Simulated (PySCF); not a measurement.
In(F)2(NCO) (CF₂InNO), SMILES O=C=[N][In]([F])[F].

Geometry: r2SCAN-D4/def2-SVP. The structure was generated by enumeration; whether it is a known compound was not checked. The def2 effective core potentials stand for the cores of In; spin–orbit coupling is left out. One conformer was computed; it need not be the lowest.

Method: TDA-PBE/def2-SVPD (PySCF).

Vertical excitations. The molecule is in vacuum. State labels are in the subgroup Cs.

Computed excitation energies, oscillator strengths and character:
```tsv
state	symmetry	energy (eV)	λ (nm)	f	main pairs
S1	A"	3.77	329	0.003	HOMO→LUMO 100 %
S2	A'	4.16	298	0.053	HOMO−1→LUMO 93 %
S3	A'	5.20	239	0.012	HOMO−2→LUMO 90 %
S4	A"	5.20	238	0.000	HOMO−4→LUMO 100 %
S5	A'	5.23	237	0.015	HOMO−3→LUMO 92 %
S6	A"	5.48	226	0.000	HOMO−1→LUMO+1 93 %
S7	A"	5.61	221	0.034	HOMO−5→LUMO 92 %
S8	A'	5.77	215	0.158	HOMO→LUMO+1 87 %
S9	A'	6.58	188	0.027	HOMO−4→LUMO+1 51 %, HOMO−6→LUMO 47 %
S10	A"	6.67	186	0.000	HOMO−2→LUMO+1 100 %
T1	A"	3.51	354	0	HOMO→LUMO 100 %
T2	A'	3.62	343	0	HOMO−1→LUMO 100 %
T3	A'	4.77	260	0	HOMO−2→LUMO 99 %
T4	A'	4.85	255	0	HOMO−3→LUMO 99 %
```
Triplets are in the Tamm–Dancoff approximation.
